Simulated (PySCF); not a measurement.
# Gas-phase XPS of VSF3, computed

VSF3 (singlet state).
Geometry (PBE0-D3(BJ)/def2-SVP, Å), atoms numbered from 1 in this order:
```
atom  x, y, z in Å
V1    -0.0004    0.0006   -0.0677
S2    -0.0003   -0.0162    1.9126
F3     1.6042    0.0104   -0.6145
F4    -0.8058    1.3927   -0.6041
F5    -0.7977   -1.3875   -0.6263
```

Level of theory: delta-SCF UKS SCAN, pcX-2 on the ionised atom (unc-x2c-TZVPall on a metal), pcseg-1 elsewhere, spin-free X2C (PySCF). Each binding energy is the total energy of the core-ionised species, with the hole localised on one atom, minus that of the ground state; both are solved self-consistently, so orbital relaxation is included.

Problem. Give the core binding energies atom by atom.

Solution. 
| atom(s) | bonded to | level | binding energy (eV) | 2p1/2 (eV) | count |
| --- | --- | --- | --- | --- | --- |
| S2 | V | S 2p3/2 | 170.04 | 171.27 | 1 |
| S2 | V | S 1s | 2477.81 | – | 1 |
| F3/F4/F5 | V | F 1s | 692.60 | – | 3 |

Problem. Give the binding energy of S 1s of S2 in hartree and in kJ/mol.

Solution. 2477.81 eV = 91.0578 Eh = 239072 kJ/mol.

Problem. Which photon wavelength matches the S 1s of S2 threshold?

Solution. λ = hc/E = 12398.42 eV Å / 2477.81 eV = 5.004 Å.

The first atom of each set that the bonding makes equivalent was ionised and stands for the set. Not every level is listed. The 2p values add to the ΔSCF energy of one spin-free hole a correction within the shell (spin–orbit coupling, ligand field). 2p1/2 minus 2p3/2 (ligand field included): S 1.23 eV. No level of vanadium is listed. Geometry: PBE0-D3(BJ)/def2-SVP; no solvent, vibrations or thermal averaging. Metal 2p energies of this one-determinant scheme are less reliable than its 1s energies.
